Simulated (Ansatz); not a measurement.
Ansatz (a quantum-chemistry and plane-wave program) input (CCSD(T)/cc-pVQZ):

Ansatz 0.2 input:
```yaml
crystal:
  periodic: [false, false, false]
  atoms:
    - {symbol: C, position_ang: [-1.69516983, -0.80157911, -0.33139044]}
    - {symbol: C, position_ang: [-0.47561349, 0.00810272, -0.06309609]}
    - {symbol: C, position_ang: [-0.47068809, 1.45301965, -0.41825208]}
    - {symbol: C, position_ang: [0.81948685, -0.70535522, 0.08989597]}
    - {symbol: O, position_ang: [1.73869681, 0.08645184, 0.84513256]}
    - {symbol: H, position_ang: [-2.60064722, -0.26516685, -0.03614822]}
    - {symbol: H, position_ang: [-1.67555779, -1.75791631, 0.19622980]}
    - {symbol: H, position_ang: [-1.80966094, -1.03087530, -1.40384830]}
    - {symbol: H, position_ang: [-0.38915510, 1.59724945, -1.50894542]}
    - {symbol: H, position_ang: [0.36931258, 1.97223319, 0.04085937]}
    - {symbol: H, position_ang: [-1.39916548, 1.94000292, -0.11021969]}
    - {symbol: H, position_ang: [0.65231241, -1.67533249, 0.57625570]}
    - {symbol: H, position_ang: [1.25300964, -0.91975743, -0.90657597]}
    - {symbol: H, position_ang: [2.62188484, -0.27717995, 0.72838816]}
basis:
  gaussian:
    orbitals: cc-pVQZ
magnetization: {spin_polarized: true, initial_magnetization: 1}
correlation: {method: ccsd_t, electrons: outside_noble_gas}
```

End of the output:

```
reference -6302.89341425 eV, -231.6270607189 hartree; 16, 15 occupied and 524, 525 virtual orbitals, 3166 factors
second order -26.52332631 eV of doubles, -0.00000000 eV of singles
coupled cluster: 70.07 GiB planned
cycle   1  -26.88837209 eV  change   -3.7e-1 eV  update   9.8e-2
cycle   2  -27.49370560 eV  change   -6.1e-1 eV  update   2.8e-2
cycle   3  -27.61395303 eV  change   -1.2e-1 eV  update   1.4e-2
cycle   4  -27.60707514 eV  change    6.9e-3 eV  update   4.4e-3
cycle   5  -27.60629104 eV  change    7.8e-4 eV  update   2.2e-3
cycle   6  -27.60699578 eV  change   -7.0e-4 eV  update   8.0e-4
cycle   7  -27.60669810 eV  change    3.0e-4 eV  update   3.3e-4
cycle   8  -27.60669938 eV  change   -1.3e-6 eV  update   1.3e-4
cycle   9  -27.60675040 eV  change   -5.1e-5 eV  update   6.3e-5
cycle  10  -27.60671619 eV  change    3.4e-5 eV  update   2.6e-5
perturbative correction -1.09754116 eV, -0.0403338936 hartree
Total energy: -6331.59767159 eV, -232.6819227200 hartree
```

It need not be the lowest isomer of its formula.
